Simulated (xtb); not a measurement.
Harmonic IR lines of one isomer of C$_{10}$H$_{7}$BS, unscaled. Level of theory: GFN2-xTB in xtb 6.7.1.

wavenumber (cm⁻¹): 588 (vw), 655 (w), 678 (vw), 773 (vw), 807 (w), 819 (vs), 832 (w), 853 (w), 1117 (w), 1152 (w), 1208 (m), 1238 (s), 1300 (s), 1332 (w), 1399 (m), 1431 (w), 1493 (w), 1530 (w), 1566 (m), 2643 (vs), 2686 (s), 3081 (w), 3090 (w), 3128 (w), 3154 (w)

Q: Identify which structure gives these lines.
A) `Bc1cc2sccc2cc1C#C`
B) `Bc1cc(C#C)cc2sccc12`
C) `Bc1cc(C#C)c2ccsc2c1`
D) `Bc1cc(C#C)cc2ccsc12`

A: A, `Bc1cc2sccc2cc1C#C`
